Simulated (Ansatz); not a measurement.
(BeO)4 cube (Be4O4), relaxed as a singlet with RKS B3LYP-D4/def2-SVP in Ansatz, starting from the GFN2-xTB geometry. Force threshold 0.02 eV/Å.

Another isomer (singlet) lies 1.70 eV lower at PBE0-D4/def2-TZVP; other spin states weren't run for this one.

Start:

```xyz
8

Be    1.028   -0.429    0.561
Be   -0.690    0.632    0.825
Be   -0.661   -0.958   -0.448
Be    0.323    0.756   -0.937
O     0.801    1.162    0.542
O    -0.391   -0.916    1.137
O     0.836   -0.766   -0.999
O    -1.246    0.520   -0.680
```

```csv
step,energy (eV),largest force component (eV/Å),SCF passes
1,-9796.3329,0.774,22
2,-9796.3673,0.298,27
3,-9796.3785,0.069,26
4,-9796.3788,0.000,22
```

Force components are those of the run's own axes.

End:

```xyz
8

Be    1.0474   -0.4375    0.5713
Be   -0.7032    0.6439    0.8401
Be   -0.6733   -0.9766   -0.4557
Be    0.3291    0.7702   -0.9557
O     0.8055    1.1685    0.5452
O    -0.3937   -0.9214    1.1434
O     0.8413   -0.7705   -1.0051
O    -1.2531    0.5234   -0.6835
```

By distances, no bond broke or formed. The bond that changes most is Be2–O6, from 1.61 to 1.62 Å (atoms count from 1).

No frequencies were taken in this run, so the end may be a saddle point.

It took 15 s on 2 threads of AMD EPYC 7R43 on a shared host.
